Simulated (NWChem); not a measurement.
Molecule: SnH$_{2}$O, singlet; SMILES [SnH][OH]

Results from NWChem. Low-valent species are run as closed-shell singlets; no triplet was tried in these runs. Geometry: optimised at PBE0/def2-SVP. def2 effective core potentials on Sn; no spin-orbit coupling. Level M06-L/def2-SVP: energy and gradient on several grids; changes count from the extra-fine grid, which is no exact limit either.

```json
[
 {"grid": "xcoarse", "size of the energy change (μHa)": "6000", "largest change of a gradient component (μHa/bohr)": "10000"},
 {"grid": "coarse", "size of the energy change (μHa)": "100", "largest change of a gradient component (μHa/bohr)": "1000"},
 {"grid": "medium", "size of the energy change (μHa)": "20", "largest change of a gradient component (μHa/bohr)": "600"},
 {"grid": "fine", "size of the energy change (μHa)": "< 10", "largest change of a gradient component (μHa/bohr)": "100"},
 {"grid": "xfine", "size of the energy change (μHa)": "< 10", "largest change of a gradient component (μHa/bohr)": "< 30"}
]
```
